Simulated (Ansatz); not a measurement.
Spin states of HOSc (SMILES [OH][Sc]), each relaxed at B3LYP-D3(BJ)/def2-TZVP; lowest solutions found, singlets restricted, no spin–orbit coupling, no relativity up to Kr.
Multiplicity 1 (charge 0, multiplicity 1):
```xyz
3

Sc    -0.955    -0.837    -0.852
O      0.164     0.173     0.130
H      0.758     0.711     0.652
```
Multiplicity 3 (charge 0, multiplicity 3):
```xyz
3

Sc    -0.98734    -0.85802    -0.87939
O      0.17955     0.18557     0.14353
H      0.77461     0.71982     0.66544
```

Run with Ansatz (Gaussian basis) for Hartree–Fock, density functionals and correlated methods. Values without a source in brackets are computed.

The energy of multiplicity 3 less that of multiplicity 1 (kcal/mol) and the share of exact exchange:

```csv
functional,exact exchange (%),value
PBE/def2-TZVPP,0,0.77
PBE0/def2-TZVPP,25,-2.20
BLYP/def2-TZVPP,0,2.69
B3LYP/def2-TZVPP,20,0.66
BHLYP/def2-TZVPP,50,-1.96
r2SCAN/def2-TZVPP,0,-7.37
r2SCANh/def2-TZVPP,10,-7.49
```

Q: Take the value as linear in the share of exact exchange along PBE and PBE0. Give the slope, say whether the sign turns, and set the other functionals against that line.

A: 
Slope: (-2.20 − (0.77))/2.5 = -1.19 kcal/mol for each 10 %. The line crosses zero at 6 %, where the sign would turn. At 50 % it gives -5.2 kcal/mol. The LYP pair gives (-1.96 − (2.69))/5 = -0.93 for each 10 %. BHLYP, at 50 %, lies 3.2 from the PBE line. B3LYP, at 20 %, lies 2.3 from the PBE line. r2SCAN, with none, stands -8.1 from PBE. The r2SCAN pair gives -0.12 for 10 %.

Ansatz is an electronic-structure program.
